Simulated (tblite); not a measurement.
Parent: `[CH2:1]=[C:2]([CH3:3])[Si:4]([CH3:5])([CH3:6])[CH3:7]`, C6H14Si.

The geometries are computed with GFN2-xTB (gas phase). One conformer each, not checked by frequencies here.

| coordinate of the parent | value |
| --- | --- |
| C1=C2 | 1.326 Å |
| C2–C3 | 1.500 Å |
| C2–Si4 | 1.904 Å |
| Si4–C5 | 1.910 Å |
| Si4–C6 | 1.906 Å |
| Si4–C7 | 1.911 Å |
| C1–C2–C3 | 120.7° |
| C1–C2–Si4 | 122.6° |
| C3–C2–Si4 | 116.7° |
| C2–Si4–C5 | 109.1° |
| C2–Si4–C6 | 110.2° |
| C2–Si4–C7 | 109.7° |
| C5–Si4–C6 | 109.6° |
| C5–Si4–C7 | 108.6° |
| C6–Si4–C7 | 109.7° |

**Question.** How does the shared frame change in `[CH2:1]=[C:2]([CH3:3])[SiH:4]([CH3:5])[CH3:6]` with C1–C2–Si4–C5 -120°, C5H12Si? Atoms pair as C1 = C1, C2 = C2, C3 = C3, Si4 = Si4, C5 = C5, C7 = C6 (parent first).

**Answer.** 
```tsv
parent	relative	value in the relative	change
C1=C2	C1=C2	1.326 Å	0.000
C2–C3	C2–C3	1.500 Å	0.000
C2–Si4	C2–Si4	1.898 Å	-0.006
Si4–C5	Si4–C5	1.905 Å	-0.005
Si4–C7	Si4–C6	1.905 Å	-0.006
C1–C2–C3	C1–C2–C3	120.6°	-0.1
C1–C2–Si4	C1–C2–Si4	122.1°	-0.5
C3–C2–Si4	C3–C2–Si4	117.2°	+0.5
C2–Si4–C5	C2–Si4–C5	109.7°	+0.6
C2–Si4–C7	C2–Si4–C6	109.6°	-0.1
C5–Si4–C7	C5–Si4–C6	109.1°	+0.5
```

Of the parent's bonds, C2–Si4, Si4–C5 and Si4–C7 change most and about equally (-0.006 to -0.005 Å). Point group C1 → Cs.

**Question.** How does the shared frame change in `[CH2:1]=[C:2]([S:3][CH3:4])[Si:5]([CH3:6])([CH3:7])[CH3:8]` with C1–C2–S3–C4 2°, C6H14SSi? Atoms pair as C1 = C1, C2 = C2, Si4 = Si5, C5 = C7, C6 = C8, C7 = C6 (parent first).

**Answer.** 
| parent | relative | value in the relative | change |
| --- | --- | --- | --- |
| C1=C2 | C1=C2 | 1.327 Å | +0.001 |
| C2–Si4 | C2–Si5 | 1.907 Å | +0.003 |
| Si4–C5 | Si5–C7 | 1.906 Å | -0.004 |
| Si4–C6 | Si5–C8 | 1.905 Å | -0.001 |
| Si4–C7 | Si5–C6 | 1.907 Å | -0.004 |
| C1–C2–Si4 | C1–C2–Si5 | 124.8° | +2.2 |
| C2–Si4–C5 | C2–Si5–C7 | 108.4° | -0.7 |
| C2–Si4–C6 | C2–Si5–C8 | 109.8° | -0.4 |
| C2–Si4–C7 | C2–Si5–C6 | 107.5° | -2.2 |
| C5–Si4–C6 | C7–Si5–C8 | 110.3° | +0.7 |
| C5–Si4–C7 | C7–Si5–C6 | 110.6° | +2.0 |
| C6–Si4–C7 | C8–Si5–C6 | 110.2° | +0.5 |

Of the parent's bonds, C2–Si4, Si4–C5 and Si4–C7 change most and about equally (-0.004 to +0.003 Å). Bonds of the relative outside the shared frame: C2–S3 1.766, S3–C4 1.818 Å.

**Question.** How does the shared frame change in `[CH2:1]=[C:2]([CH3:3])[Si:4]([CH3:5])([CH3:6])[SiH3:7]` with C1–C2–Si4–C5 -141°, C5H14Si2? Atoms pair as C1 = C1, C2 = C2, C3 = C3, Si4 = Si4, C5 = C5, C6 = C6 (parent first).

**Answer.** 
| parent | relative | value in the relative | change |
| --- | --- | --- | --- |
| C1=C2 | C1=C2 | 1.326 Å | 0.000 |
| C2–C3 | C2–C3 | 1.500 Å | 0.000 |
| C2–Si4 | C2–Si4 | 1.906 Å | +0.002 |
| Si4–C5 | Si4–C5 | 1.915 Å | +0.005 |
| Si4–C6 | Si4–C6 | 1.911 Å | +0.005 |
| C1–C2–C3 | C1–C2–C3 | 120.7° | 0.0 |
| C1–C2–Si4 | C1–C2–Si4 | 122.6° | 0.0 |
| C3–C2–Si4 | C3–C2–Si4 | 116.6° | -0.1 |
| C2–Si4–C5 | C2–Si4–C5 | 107.6° | -1.5 |
| C2–Si4–C6 | C2–Si4–C6 | 109.0° | -1.2 |
| C5–Si4–C6 | C5–Si4–C6 | 106.9° | -2.7 |

Of the parent's bonds, Si4–C5 and Si4–C6 change most and about equally (+0.005 Å). Bonds of the relative outside the shared frame: Si4–Si7 2.330 Å. Point group C1 → C1.
